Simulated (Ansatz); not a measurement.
Ansatz results at the PBE0-D4/def2-TZVP geometry: size of the dipole moment (B3LYP/def2-TZVPP) 1.93 D; HOMO–LUMO gap (ωB97M-V/def2-TZVPP) 10.53 eV; LUMO energy (B3LYP/def2-TZVPP) -0.80 eV.

(1) Which molecule gave them?
A. `Cl[C]1=C[CH2][SnH2]1`
B. `OB(O)[SiH2]F`
C. `F[Si]1([SiH3])CS1`
D. `O[SiH]1[CH2][SnH2]1`

Results:

(1) C. The others give `Cl[C]1=C[CH2][SnH2]1`: 2.01, 10.02, -0.93; `OB(O)[SiH2]F`: 2.66, 11.64, -0.97; `O[SiH]1[CH2][SnH2]1`: 1.49, 8.94, -1.02.

B3LYP here is the variant with VWN-RPA as its local correlation; programs differ in this.
